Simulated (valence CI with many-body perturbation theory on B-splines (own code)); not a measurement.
W III: electric-dipole lines

Level of theory: configuration interaction combined with many-body perturbation theory (CI+MBPT): four valence electrons over a frozen Dirac-Fock core [Xe] 4f14, a basis of 7 s, 7 p, 8 d, 6 f, 4 g, 1 h functions for each j, with the one-electron correlation potential Σ1, the two-electron term Σ2, the three-electron term Σ3, Breit, model QED; selected CI, second order for the rest, scaled by the run's own slope (own B-spline code, finite nucleus).

Against 9 measured levels this calculation errs by 356 cm⁻¹ on average and by 816 at most. These come from a selection out of NIST levels as listed in McCann et al., Mon. Not. R. Astron. Soc. 538, 537 (2025). Levels without a partner in it may be off by more, other configurations by 1,000 to 8,000 cm⁻¹. Among the levels kept, up to 390 cm⁻¹ of a level comes from second order outside the variational space, and about a tenth of that is noise between levels of different J, which matters for small intervals.

Lines 51 to 100 of 585 in falling wavelength, among levels below 100339 cm⁻¹, chosen from the strongest by gf and those to the six lowest levels. Wavelengths and rates use the calculated energies, so an error of 400 cm⁻¹ moves a line at 217.2 nm by 0.87 % and its rate by three times that or more. Electric multipoles are in the length gauge, E1 and E2 with the static RPA response of the core. Weak lines are less certain than strong ones. Lines between different terms over intervals too small for the method are left out, as are lines whose strength nearly cancels. Where a level lies close to another of its J and parity, the split of strength between their lines is uncertain. The highest levels of a list are the least certain.

Names give the largest LS component (configuration and term), which can be under half, so a name can repeat, a term be missing and a line seem to break the LS rules; names also repeat where a configuration has a term twice. Letters in brackets count levels of one name in rising energy.

```csv
λ vac (nm),Upper,Lower,A (s⁻¹),S (a.u.)
217.2,5d3.6p 5G°_3,5d3.6s 5F_3,1.24e+08,4.39e+00
216.6,5d3.6p 5F°_5,5d3.6s 3H_4,6.74e+07,3.72e+00
216.1,5d3.6p 3G°_5 [a],5d3.6s 3H_5 [b],4.54e+07,2.49e+00
215.7,5d3.6p 3P°_2 [a],5d3.6s 3F_2 [a],5.38e+07,1.33e+00
215.5,5d3.6p 3G°_4 [b],5d3.6s 3H_5 [a],2.65e+07,1.18e+00
214.1,5d3.6p 3F°_2 [e],5d3.6s 3D_3 [a],4.72e+07,1.14e+00
214.0,5d3.6p 1P°_1 [b],5d3.6s 3P_1 [c],8.32e+07,1.21e+00
213.8,5d3.6p 3S°_1 [b],5d3.6s 3P_2,1.68e+08,2.44e+00
213.8,5d3.6p 5G°_4,5d3.6s 5F_4 [b],4.81e+07,2.09e+00
213.5,5d3.6p 3H°_5 [c],5d3.6s 3F_4 [b],9.82e+07,5.19e+00
213.0,5d3.6p 5D°_4 [a],5d4 3G_5,2.79e+07,1.20e+00
211.4,5d3.6p 3F°_4 [b],5d3.6s 3H_5 [b],5.32e+07,2.23e+00
211.3,5d3.6p 3D°_1 [a],5d3.6s 5F_2,1.83e+08,2.55e+00
211.1,5d3.6p 5G°_3,5d4 3F_2 [a],7.12e+07,2.31e+00
210.9,5d3.6p 3D°_2 [a],5d3.6s 5F_3,1.57e+08,3.64e+00
210.7,5d3.6p 5G°_4,5d3.6s 5F_4 [a],1.04e+08,4.30e+00
210.2,5d3.6p 3H°_5 [c],5d3.6s 3H_5 [b],6.29e+07,3.17e+00
209.4,5d2.6s.6p 5G°_5 [a],5d3.6s 1H_5,6.45e+07,3.22e+00
209.1,5d3.6p 5G°_5 [a],5d3.6s 5F_5,1.64e+08,8.12e+00
208.9,5d3.6p 3F°_4 [d],5d3.6s 3F_4 [c],6.31e+07,2.55e+00
208.7,5d3.6p 3G°_3 [b],5d3.6s 3G_3 [a],1.03e+08,3.22e+00
208.2,5d3.6p 3H°_5 [b],5d3.6s 3F_4 [a],7.44e+07,3.64e+00
207.5,5d3.6p 5P°_2 [a],5d3.6s 5P_3,1.06e+08,2.34e+00
207.1,5d3.6p 3F°_2 [e],5d3.6s 3P_1 [b],8.15e+07,1.79e+00
207.1,5d3.6p 3F°_2 [a],5d3.6s 5P_2 [b],1.14e+08,2.50e+00
206.9,5d3.6p 3P°_1 [b],5d3.6s 3D_1 [a],9.10e+07,1.19e+00
206.8,5d3.6p 3H°_6 [b],5d3.6s 3H_5 [b],5.33e+07,3.03e+00
206.6,5d2.6s.6p 5F°_3 [a],5d3.6s 3D_2 [b],4.40e+07,1.34e+00
206.1,5d3.6p 3G°_3 [b],5d3.6s 3F_2 [a],7.63e+07,2.31e+00
206.0,5d3.6p 3H°_5 [a],5d3.6s 3H_5 [a],3.28e+07,1.56e+00
205.7,5d3.6p 5G°_3,5d3.6s 5F_2,1.70e+08,5.10e+00
205.2,5d3.6p 3G°_4 [a],5d3.6s 3G_3 [a],5.31e+07,2.04e+00
205.1,5d3.6p 5D°_4 [b],5d4 3G_5,3.73e+07,1.43e+00
204.9,5d2.6s.6p 5F°_3 [b],5d3.6s 3D_2 [b],5.04e+07,1.50e+00
204.8,5d3.6p 5F°_3 [a],5d3.6s 5F_4 [b],1.63e+08,4.82e+00
204.7,5d3.6p 5D°_1 [b],5d3.6s 5P_2 [a],1.48e+08,1.89e+00
204.5,5d3.6p 5D°_2 [b],5d3.6s 5P_3,6.60e+07,1.39e+00
204.3,5d3.6p 3P°_1 [a],5d4 3P_2 [b],1.65e+08,2.08e+00
203.9,5d3.6p 3H°_5 [c],5d3.6s 3H_6,8.23e+07,3.79e+00
203.1,5d3.6p 3H°_6 [a],5d3.6s 3H_5 [a],1.08e+08,5.79e+00
202.8,5d2.6s.6p 5G°_5 [b],5d3.6s 1H_5,1.38e+08,6.24e+00
202.7,5d3.6p 1F°_3 [b],5d3.6s 1D_2 [a],4.92e+07,1.41e+00
202.4,5d3.6p 3G°_4 [d],5d3.6s 3F_4 [b],3.31e+07,1.22e+00
202.4,5d3.6p 3F°_3 [a],5d4 1G_4 [a],8.28e+07,2.37e+00
202.1,5d3.6p 3G°_3 [d],5d3.6s 3D_2 [a],4.17e+07,1.19e+00
201.9,5d3.6p 5F°_3 [a],5d3.6s 5F_4 [a],6.57e+07,1.87e+00
201.5,5d3.6p 1G°_4 [c],5d4 1G_4 [b],4.61e+07,1.68e+00
201.4,5d3.6p 3D°_3 [d],5d3.6s 3F_2 [b],5.15e+07,1.45e+00
201.3,5d3.6p 5G°_4,5d3.6s 5F_3,1.81e+08,6.57e+00
201.2,5d3.6p 3G°_5 [c],5d4 1G_4 [b],2.43e+07,1.08e+00
```
